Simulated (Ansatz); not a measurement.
Cl⁻ ··· SbH3

The pair of Cl⁻ (SMILES [Cl-], atom 1) and SbH3 (SMILES [SbH3], atoms 2–5), both closed shells, in one local arrangement (a lower one may exist), relaxed at PBE0-D4/def2-TZVPD:

Cl1  (-0.896, -0.668, -2.423)
Sb2  (-0.135, -0.475, 0.429)
H3  (0.514, 0.094, 2.002)
H4  (-0.840, 1.068, 0.252)
H5  (1.357, -0.019, -0.261)
(Å)

Program: Ansatz 0.2.0. Basis: def2-TZVPPD, with def2-QZVPPD for the basis limit. Cores are frozen in the correlated methods. Filled d shells of the heavier atoms are correlated. Core potentials replace the inner electrons of the atoms past krypton. The def2 sets are not built for correlating such inner shells, so the correlated values are less sure here. B3LYP uses VWN-RPA correlation. Extrapolation: Hartree–Fock as exp(−7.88 √X), correlation as X^−2.97. Interaction energies count from these two fragments, frozen as in the pair, with the counterpoise correction; negative means bound.

Q: What is the interaction energy by CCSD(T) at an estimated basis limit (MP2 extrapolated from triple and quadruple zeta, plus CCSD(T) − MP2 in triple zeta)? (An estimate is asked for; the value comes from the calculation.)

A: Computed: -14.53 kcal/mol. Hartree–Fock alone gives -9.73 kcal/mol at the basis limit. It counts from the two fragments frozen as in the pair.

The same quantity by other methods in triple zeta, and each one's difference from that estimate:
```csv
method,E_int (kcal/mol),difference
PBE-D4,-16.10,-1.57
revPBE-D4,-16.00,-1.47
BLYP-D4,-14.72,-0.19
r2SCAN-D4,-15.28,-0.75
B97M-V,-16.00,-1.47
PBE0-D4,-15.79,-1.26
B3LYP-D4,-14.74,-0.21
HSE06-D4,-15.83,-1.30
wB97X-V,-14.29,0.24
wB97M-V,-14.41,0.12
B2PLYP,-12.54,1.99
HF,-9.31,5.22
MP2,-13.39,1.14
CCSD,-11.70,2.83
CCSD(T),-12.37,2.16
```
Differences are method less estimate.

Q: Which atoms make the shortest contact between the fragments?

A: Cl1 and Sb2, 2.96 Å apart.

Energy to bend the free fragments (PBE0-D4 minima) into their shapes in the pair, CCSD(T)/def2-TZVPPD: SbH3 1.90 kcal/mol. This must be added to the interaction energy to get the binding energy from relaxed fragments.

Basis-set superposition shift (counterpoise-corrected less uncorrected): CCSD(T) 1.23; MP2 1.17; HF 0.06; PBE0-D4 0.08; wB97M-V 0.08 kcal/mol.

No T1 diagnostic of these runs exceeds 0.015.

For scale, one of the runs: CCSD(T)/def2-TZVPPD, 158 basis functions, launched by `ansatz run in.yaml --threads 2 --pin off --events-out ev --progress --plain --max-ram 5222MiB`. Hardware: 2 CPU threads of an Arm Neoverse V2, shared host. Wall time 26 s; peak host memory 1.2 GiB.
